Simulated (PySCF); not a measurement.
# Atomic charges against the basis set

Species: CH6O3Si.
Cartesian coordinates in Å at the PBE0-D3(BJ)/def2-SVP level; atoms count from 1:
```xyz
11
CH6O3Si angstrom
C      1.4558   -0.2286   -0.1812
Si    -0.3643    0.0929   -0.0527
O     -1.2712   -0.7374   -1.1634
O     -0.5553    1.7162   -0.3133
O     -0.9906   -0.4031    1.4088
H      1.8116    0.0013   -1.1968
H      2.0220    0.4040    0.5199
H      1.6899   -1.2814    0.0359
H     -1.7980   -1.4503   -0.7909
H     -1.4541    1.9924   -0.5169
H     -0.5349   -0.1008    2.1988
```

PBE0 throughout (PySCF), one geometry, spherical d and f functions. One conformer (not necessarily the lowest) at the PBE0-D3(BJ)/def2-SVP geometry, without solvent, vibrations or thermal averaging. Atoms taken as equivalent share a column and are averaged.

Mulliken charges (e):

```
        basis  functions      C1     Si2  O3/O4/O5  H6/H7/H8  H9/H10/H11
       STO-3G         35  -0.429  +1.024    -0.461    +0.075      +0.187
        6-31G         61  -0.852  +1.334    -0.793    +0.213      +0.420
     pcSseg-0         61  -1.266  +1.828    -0.849    +0.267      +0.395
       6-31G*         86  -0.789  +1.063    -0.739    +0.203      +0.445
     def2-SVP        104  -0.380  +0.820    -0.421    +0.077      +0.196
      cc-pVDZ        104  -0.290  +0.662    -0.363    +0.067      +0.171
     pcSseg-1        122  -0.669  +1.181    -0.571    +0.147      +0.253
  aug-cc-pVDZ        173  +0.480  +2.111    -0.746    -0.245      +0.127
6-311+G(2d,p)        179  -0.774  +1.686    -0.755    +0.169      +0.282
    def2-TZVP        197  -0.520  +0.713    -0.534    +0.141      +0.329
      cc-pVTZ        238  -0.408  +0.592    -0.373    +0.108      +0.204
     IGLO-III        244  -0.666  +1.346    -0.645    +0.145      +0.274
```

IAO charges (e):

| basis | functions | C1 | Si2 | O3/O4/O5 | H6/H7/H8 | H9/H10/H11 |
| --- | --- | --- | --- | --- | --- | --- |
| STO-3G | 35 | -0.669 | +1.320 | -0.591 | +0.136 | +0.238 |
| 6-31G | 61 | -0.768 | +1.443 | -0.766 | +0.176 | +0.365 |
| pcSseg-0 | 61 | -0.778 | +1.478 | -0.754 | +0.171 | +0.350 |
| 6-31G* | 86 | -0.768 | +1.567 | -0.790 | +0.162 | +0.362 |
| def2-SVP | 104 | -0.759 | +1.559 | -0.784 | +0.157 | +0.360 |
| cc-pVDZ | 104 | -0.765 | +1.550 | -0.786 | +0.161 | +0.363 |
| pcSseg-1 | 122 | -0.772 | +1.578 | -0.796 | +0.162 | +0.366 |
| aug-cc-pVDZ | 173 | -0.779 | +1.572 | -0.807 | +0.167 | +0.376 |
| 6-311+G(2d,p) | 179 | -0.790 | +1.602 | -0.815 | +0.168 | +0.377 |
| def2-TZVP | 197 | -0.794 | +1.617 | -0.816 | +0.167 | +0.375 |
| cc-pVTZ | 238 | -0.792 | +1.605 | -0.812 | +0.167 | +0.374 |
| IGLO-III | 244 | -0.793 | +1.613 | -0.818 | +0.167 | +0.378 |

Hirshfeld charges (e):

| basis | functions | C1 | Si2 | O3/O4/O5 | H6/H7/H8 | H9/H10/H11 |
| --- | --- | --- | --- | --- | --- | --- |
| STO-3G | 35 | -0.138 | +0.611 | -0.294 | +0.014 | +0.122 |
| 6-31G | 61 | -0.197 | +0.531 | -0.343 | +0.052 | +0.179 |
| pcSseg-0 | 61 | -0.203 | +0.553 | -0.341 | +0.044 | +0.180 |
| 6-31G* | 86 | -0.199 | +0.475 | -0.321 | +0.049 | +0.180 |
| def2-SVP | 104 | -0.217 | +0.507 | -0.318 | +0.047 | +0.175 |
| cc-pVDZ | 104 | -0.214 | +0.501 | -0.315 | +0.047 | +0.172 |
| pcSseg-1 | 122 | -0.219 | +0.527 | -0.324 | +0.048 | +0.173 |
| aug-cc-pVDZ | 173 | -0.226 | +0.534 | -0.321 | +0.051 | +0.167 |
| 6-311+G(2d,p) | 179 | -0.215 | +0.523 | -0.321 | +0.049 | +0.170 |
| def2-TZVP | 197 | -0.219 | +0.512 | -0.319 | +0.049 | +0.173 |
| cc-pVTZ | 238 | -0.221 | +0.516 | -0.318 | +0.049 | +0.171 |
| IGLO-III | 244 | -0.221 | +0.515 | -0.317 | +0.049 | +0.169 |

ESP-fitted charges (e):

```csv
basis,functions,C1,Si2,O3/O4/O5,H6/H7/H8,H9/H10/H11
STO-3G,35,-0.770,+1.328,-0.656,+0.162,+0.308
6-31G,61,-0.877,+1.507,-0.949,+0.217,+0.522
pcSseg-0,61,-0.996,+1.619,-0.927,+0.229,+0.491
6-31G*,86,-0.707,+1.097,-0.760,+0.177,+0.453
def2-SVP,104,-0.676,+1.138,-0.745,+0.162,+0.429
cc-pVDZ,104,-0.633,+1.046,-0.715,+0.157,+0.420
pcSseg-1,122,-0.746,+1.250,-0.792,+0.178,+0.446
aug-cc-pVDZ,173,-0.702,+1.139,-0.740,+0.175,+0.419
"6-311+G(2d,p)",179,-0.737,+1.197,-0.777,+0.183,+0.441
def2-TZVP,197,-0.718,+1.161,-0.760,+0.176,+0.436
cc-pVTZ,238,-0.695,+1.099,-0.726,+0.172,+0.420
IGLO-III,244,-0.704,+1.122,-0.739,+0.175,+0.425
```

Some averages cover members that differ in this geometry, most widely: O3/O4/O5, ESP-fitted in def2-TZVP -0.803 to -0.729; O3/O4/O5, ESP-fitted in 6-311+G(2d,p) -0.820 to -0.747; O3/O4/O5, ESP-fitted in IGLO-III -0.781 to -0.709; O3/O4/O5, ESP-fitted in aug-cc-pVDZ -0.782 to -0.710 e.

Problem. Which scheme is steadiest as the basis changes?

Solution. Largest range over the bases for any column: Hirshfeld 0.14 e, IAO 0.30 e, ESP-fitted 0.57 e, Mulliken 1.75 e. Hirshfeld charges move least and Mulliken charges most, counted in e. Without the minimal STO-3G basis the ranges are Hirshfeld 0.08, IAO 0.17, ESP-fitted 0.57, Mulliken 1.75 e.

Problem. How much do the charges still move between the two largest bases, cc-pVTZ and IGLO-III?

Solution. At most, over all atoms: Mulliken 0.754 e, IAO 0.008 e, Hirshfeld 0.002 e, ESP-fitted 0.023 e.

Problem. What do the same runs give for the total energy, the frontier levels and the dipole moment?

Solution. 
| basis | energy (Eh) | HOMO (eV) | LUMO (eV) | μ (D) |
| --- | --- | --- | --- | --- |
| STO-3G | -549.5689 | -4.05 | 7.35 | 1.24 |
| 6-31G | -556.4473 | -8.65 | 1.07 | 1.95 |
| pcSseg-0 | -555.6374 | -8.57 | 1.16 | 1.88 |
| 6-31G* | -556.5882 | -8.43 | 1.57 | 1.56 |
| def2-SVP | -556.3304 | -8.48 | 1.22 | 1.50 |
| cc-pVDZ | -556.6250 | -8.40 | 1.26 | 1.43 |
| pcSseg-1 | -556.5962 | -8.72 | 0.79 | 1.53 |
| aug-cc-pVDZ | -556.6666 | -8.76 | -0.44 | 1.36 |
| 6-311+G(2d,p) | -556.7438 | -8.82 | -0.27 | 1.44 |
| def2-TZVP | -556.7744 | -8.74 | 0.57 | 1.43 |
| cc-pVTZ | -556.7613 | -8.66 | 0.67 | 1.38 |
| IGLO-III | -556.7816 | -8.77 | 0.18 | 1.38 |

The dipole is fixed by the density alone, so its range of 0.71 D shows that the density itself changes with the basis, not only its division among atoms.
